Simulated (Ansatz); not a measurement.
```yaml
crystal:
  periodic: [false, false, false]
  atoms:
    - {symbol: B, position_ang: [-0.813622, 0.153850, -0.735246]}
    - {symbol: N, position_ang: [-0.175152, 0.074283, -0.157216]}
    - {symbol: C, position_ang: [0.201613, -0.701652, 0.381242]}
    - {symbol: Si, position_ang: [0.691945, 0.449313, 0.427770]}
    - {symbol: H, position_ang: [-1.105902, 0.795502, -0.926154]}
    - {symbol: H, position_ang: [-1.443405, -0.484652, -0.752436]}
    - {symbol: H, position_ang: [0.527801, -1.264148, -0.040658]}
    - {symbol: H, position_ang: [-0.160254, -0.949660, 0.964562]}
    - {symbol: H, position_ang: [0.687965, 1.074436, 1.066202]}
    - {symbol: H, position_ang: [1.423283, 0.554017, -0.123831]}
basis:
  gaussian: {orbitals: "6-31G*"}
hamiltonian: {xc: {name: B3LYP}, dispersion: d4}
accuracy: high
```

```sh
$ ansatz run in.yaml --threads 2 --pin off --events-out ev --progress --plain --max-ram 4352MiB
```

Shortened log:

```
Functional definition: B3LYP
  name "B3LYP"
  cite "Stephens, Devlin, Chabalowski & Frisch, J. Phys. Chem. 98, 11623 (1994) doi:10.1021/j100096a001"
  cite "Becke, Phys. Rev. A 38, 3098 (1988) doi:10.1103/PhysRevA.38.3098"
  cite "Lee, Yang & Parr, Phys. Rev. B 37, 785 (1988) doi:10.1103/PhysRevB.37.785"
  cite "Vosko, Wilk & Nusair, Can. J. Phys. 58, 1200 (1980) doi:10.1139/p80-159"
  parameter a0 = 0.2
  parameter ax = 0.72
  parameter ac = 0.81
  exchange = (1 - a0 - ax)*slater_x + ax*b88_x + a0*exact_x
  correlation = (1 - ac)*vwn_rpa_c + ac*lyp_c
1719 factors; integrals over basis functions are off by at most 3.8e-9 eV
mean field evaluation 1: about -11063.2160 eV, gradient 1.2e2 eV
mean field evaluation 2: about -10997.6129 eV, gradient 2.1e2 eV
mean field evaluation 4: about -11091.0317 eV, gradient 7.1e0 eV
mean field evaluation 8: about -11091.4206 eV, gradient 8.3e-1 eV
mean field evaluation 16: about -11091.4228 eV, gradient 1.7e-5 eV
mean field -11091.42282600 eV, -407.6022708191 hartree, gradient 3.3e-8 eV, S^2 0.000000; 0 other end points of the search recorded, 0 dependent functions left out
reference -11091.42286119 eV, -407.6022721125 hartree; 19, 19 occupied and 57, 57 virtual orbitals, 1719 factors
Total energy: -11091.76772529 eV, -407.6149456343 hartree
```

In this input the geometry is squeezed to about two thirds of its size. Self-consistency was reached. The result belongs to that input, not to the molecule as meant.
